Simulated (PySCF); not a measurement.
# PtF4, triplet: data card

These are results of PySCF, UPBE0, basis Pt def2-SVP with ECP60, F def2-SVP (scalar-relativistic core potentials, no spin–orbit coupling, density fitting), not measurements.

The structure is a minimum.

```
Point group                                                                   : D2h
Bond lengths                                                                  : Pt–F 1.847 Å (×4)
Bond angles                                                                   : F–Pt–F 87.6° (×2), F–Pt–F 92.4° (×2), F–Pt–F 180.0° (×2)
Principal quadrupole moments (Buckingham, traceless) about the centre of mass : -3.85, -3.31, 7.16 D Å
Rotational symmetry number                                                    : 4
Rotational constants                                                          : 0.1357, 0.1248, 0.06501 cm⁻¹
Zero-point energy                                                             : 21.5 kJ/mol
Enthalpy at 298.15 K above 0 K                                                : 18.68 kJ/mol
Heat capacity Cp at 298.15 K                                                  : 87.7 J/(mol K)
Highest occupied level (β)                                                    : -9.93 eV
Lowest empty level (β)                                                        : -7.33 eV
Entropy at 298.15 K and 1 bar (electronic part: spin only)                    : 338.3 J/(mol K)
Principal polarisabilities                                                    : 19.5, 43.0, 43.4 bohr³
Dipole moment                                                                 : 0.00 D
Atomisation energy without zero-point energy                                  : 1230 kJ/mol
Spin squared ⟨S²⟩                                                             : 2.004
```

Harmonic modes (masses in u: Pt 194.965, F 18.998):
```json
{"symmetry": "au", "ω (cm⁻¹)": "159", "IR (km/mol)": "0.0", "μ (u)": "19.00", "type": "bend"}
{"symmetry": "b2u", "ω (cm⁻¹)": "220", "IR (km/mol)": "12.7", "μ (u)": "21.36", "type": "bend"}
{"symmetry": "b3u", "ω (cm⁻¹)": "234", "IR (km/mol)": "13.0", "μ (u)": "25.44", "type": "bend"}
{"symmetry": "b1u", "ω (cm⁻¹)": "251", "IR (km/mol)": "8.0", "μ (u)": "21.09", "type": "bend"}
{"symmetry": "ag", "ω (cm⁻¹)": "274", "IR (km/mol)": "0.0", "μ (u)": "19.00", "type": "bend"}
{"symmetry": "b3g", "ω (cm⁻¹)": "302", "IR (km/mol)": "0.0", "μ (u)": "19.00", "type": "stretch"}
{"symmetry": "ag", "ω (cm⁻¹)": "699", "IR (km/mol)": "0.0", "μ (u)": "19.00", "type": "stretch"}
{"symmetry": "b2u", "ω (cm⁻¹)": "725", "IR (km/mol)": "131", "μ (u)": "22.15", "type": "stretch"}
{"symmetry": "b1u", "ω (cm⁻¹)": "736", "IR (km/mol)": "124", "μ (u)": "22.46", "type": "stretch"}
```

In D2h the vibrations span au + 2b2u + b3u + 2b1u + 2ag + b3g. The ag, au, b3g modes carry no infrared intensity, as symmetry demands. With a centre of inversion only u modes can be infrared active and only g modes Raman active.

Charges (e):
```csv
atom,Mulliken,Löwdin,polar tensor,spin (Mulliken),Mayer order to Pt1
Pt1,1.19,0.48,1.97,1.23,–
"F2,3,4,5",-0.30,-0.12,-0.49,0.19,0.96
```

Mulliken populations on Pt1 (electrons outside its core potential): s 2.65, p 6.38, d 7.69, f 0.09.

Formally Pt is in oxidation state +4, d6, with 2 unpaired electrons (the high-spin count would be 4). The Mulliken spin on Pt is 1.23. The polar-tensor charge on Pt, 1.97, is far below the formal one.

This need not be the most stable arrangement of these atoms. Open d and f shells are described by one determinant, and the ground state may have another occupation or spin. Spin–orbit coupling, left out here, can matter for elements this heavy.

The final relaxation and frequency run took of the order of 100 core-seconds on a shared host.
